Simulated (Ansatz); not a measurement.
Geometry optimisation of CuSNH4⁺, that is Cu(NH3)(SH) with one electron fewer.

```yaml
crystal:
  periodic: [false, false, false]
  atoms:
    - {symbol: Cu, position_ang: [0.163223, 0.070432, -0.645848]}
    - {symbol: N, position_ang: [0.151389, 0.051611, 1.296923]}
    - {symbol: H, position_ang: [1.000697, 0.469242, 1.669598]}
    - {symbol: H, position_ang: [0.092163, -0.894489, 1.665116]}
    - {symbol: H, position_ang: [-0.634258, 0.575935, 1.673797]}
    - {symbol: S, position_ang: [0.233242, 0.114448, -2.748309]}
    - {symbol: H, position_ang: [-1.006446, -0.387179, -2.911266]}
basis:
  gaussian: {orbitals: def2-TZVP}
total_charge: 1
magnetization: {spin_polarized: true, initial_magnetization: 1}
hamiltonian: {xc: r2scan, dispersion: d4}
scf: {lower_state_search: "off"}
output: {orbitals: {seedname: orbitals}}
relax: {f_tol: 0.02, max_steps: 100}
```

```sh
$ ansatz run in.yaml --threads 4 --pin off --events-out ev --progress --plain --max-ram 3916MiB
```

It prints (some lines left out):

```
Functional definition: r2SCAN
mean field -57025.20289810 eV, -2095.6375534345 hartree, gradient 5.3e-6 eV, S^2 0.756925; 0 other end points of the search recorded, 0 dependent functions left out
relax step   1: F+E_penalty+E_count = -57025.22597603 eV  Δ(F+E_penalty+E_count) = +0.000e0 eV  max|allowed force component| = 2.544e-1 eV/Å  Δτ_max = 0.0000 Å  (22 SCF iters, accepted)
mean field -57025.20695144 eV, -2095.6377023918 hartree, gradient 3.2e-6 eV, S^2 0.756951; 0 other end points of the search recorded, 0 dependent functions left out
relax step   2: F+E_penalty+E_count = -57025.22997131 eV  Δ(F+E_penalty+E_count) = -3.995e-3 eV  max|allowed force component| = 1.377e-1 eV/Å  Δτ_max = 0.0654 Å  (23 SCF iters, accepted)
mean field -57025.20777873 eV, -2095.6377327940 hartree, gradient 3.0e-6 eV, S^2 0.756945; 0 other end points of the search recorded, 0 dependent functions left out
relax step   3: F+E_penalty+E_count = -57025.23079951 eV  Δ(F+E_penalty+E_count) = -8.282e-4 eV  max|allowed force component| = 6.743e-2 eV/Å  Δτ_max = 0.0070 Å  (25 SCF iters, accepted)
mean field -57025.20796289 eV, -2095.6377395619 hartree, gradient 3.0e-6 eV, S^2 0.756941; 0 other end points of the search recorded, 0 dependent functions left out
relax step   4: F+E_penalty+E_count = -57025.23098230 eV  Δ(F+E_penalty+E_count) = -1.828e-4 eV  max|allowed force component| = 1.190e-2 eV/Å  Δτ_max = 0.0042 Å  (25 SCF iters, accepted)
Total energy: -57025.23099966 eV, -2095.6385861477 hartree
Atom 0 at     0.153797     0.066475    -0.645838 Å, force     0.000445     0.000123     0.005198 eV/Å
Atom 1 at     0.157753     0.055232     1.300187 Å, force    -0.002236    -0.000663    -0.011899 eV/Å
Atom 2 at     1.004135     0.469831     1.689091 Å, force    -0.000142    -0.000065     0.000794 eV/Å
Atom 3 at     0.095865    -0.888982     1.680421 Å, force     0.000389     0.001218     0.002669 eV/Å
Atom 4 at    -0.627275     0.574881     1.692005 Å, force     0.001451    -0.000646     0.002810 eV/Å
Atom 5 at     0.226925     0.111781    -2.746253 Å, force    -0.008085    -0.003307    -0.000153 eV/Å
Atom 6 at    -1.011189    -0.389217    -2.969602 Å, force     0.008178     0.003342     0.000581 eV/Å
Dipole moment:    -0.179409    -0.079143     0.828107 e Å
Checks for a lower state left out: stability, starts, cluster_reference, orbital_swaps, neighbouring_geometries, increment
```

It took 17 s on 4 threads of Arm Neoverse N1 on a shared host.

The relaxation made no stability test and no search for a lower SCF solution. No other spin state of charge 1 was run.
